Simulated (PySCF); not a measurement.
NICS in rings of unrelated molecules.

Probes without a nucleus sit at each ring's centroid and 1 Å off its mean plane on both sides; NICS is minus the shielding there, NICSzz its component along the normal. Level: GIAO PBE0/pcSseg-1 (PySCF, non-relativistic, gas phase) on the GFN2-xTB geometries, one conformer each. Atom numbers follow the mapped SMILES.

Problem. Order these rings by mean NICS(1)zz, lowest (most negative) first (ppm).
A. ring C3–C7–C8–C9 in `[CH2:1]=[CH:2][C@@:3]1([C:4](=[O:5])[F:6])[CH2:7][CH2:8][C@@H:9]1[F:10]`
B. ring C3–C4–C5 in `[CH2:1]=[CH:2][c:3]1[cH:4][c:5]1=[O:6]`
C. ring C4–C5–C6–O7–N8 in `[CH2:1]=[C:2]([CH3:3])[c:4]1[cH:5][cH:6][o:7][n:8]1`
D. ring N2–C3–C4–C5–C6 in `[CH3:1][n:2]1[cH:3][cH:4][cH:5][c:6]1[CH:7]=[O:8]`
E. ring C2–C3–C4–O5–C6 in `[Cl:1][C@@H:2]1[CH2:3][CH2:4][O:5][CH2:6]1`
F. ring C2–C3–C4–C5–C7–C8 in `[NH2:1][c:2]1[cH:3][cH:4][c:5]([OH:6])[cH:7][cH:8]1`
G. ring C7–C8–C9–C10–C11 in `[O:1]=[C:2]([OH:3])/[C:4](=[CH:5]\[F:6])[CH:7]1[CH2:8][CH2:9][CH2:10][CH2:11]1`

Solution. D (-28.0), C (-26.0), F (-24.3), B (-12.7), E (-6.0), G (-3.2), A (2.7).

```csv
SMILES,ring,NICS(0),NICS(1),NICS(1)zz,HOMA,rms pucker (Å),ring atoms with four or more neighbours
Cn1cccc1C=O,5-membered ring with N; formal bonds all aromatic,-12.8,-11.1,-28.0,0.96,0.00,0
C=C(C)c1ccon1,5-membered ring with N and O; formal bonds all aromatic,-10.8,-10.7,-26.0,0.59,0.00,0
Nc1ccc(O)cc1,6-membered carbocycle; formal bonds all aromatic,-9.6,-10.2,-24.3,0.99,0.00,0
C=Cc1cc1=O,3-membered carbocycle; bonds drawn aromatic by RDKit's count,-17.6,-9.3,-12.7,0.62,0.00,0
Cl[C@@H]1CCOC1,5-membered ring with O; formal bonds all single,-7.2,-3.9,-6.0,–,0.16,4
O=C(O)/C(=C\F)C1CCCC1,5-membered carbocycle; formal bonds all single,-5.5,-3.9,-3.2,–,0.19,5
C=C[C@@]1(C(=O)F)CC[C@@H]1F,4-membered carbocycle; formal bonds all single,-3.2,-1.6,2.7,–,0.08,4
```

NICS(0) gives another order. The isotropic NICS(1) ties some rings at the printed digit and otherwise keeps the order. Over the 4 rings with a HOMA value its correlation coefficient with NICS(1)zz is -0.52. HOMA uses Krygowski's 1993 parameters; it is left out where a ring has a four-coordinate atom, a triple bond, no multiple bond or a kind of bond without parameters. NICS(1) and NICS(1)zz are means over the two faces.
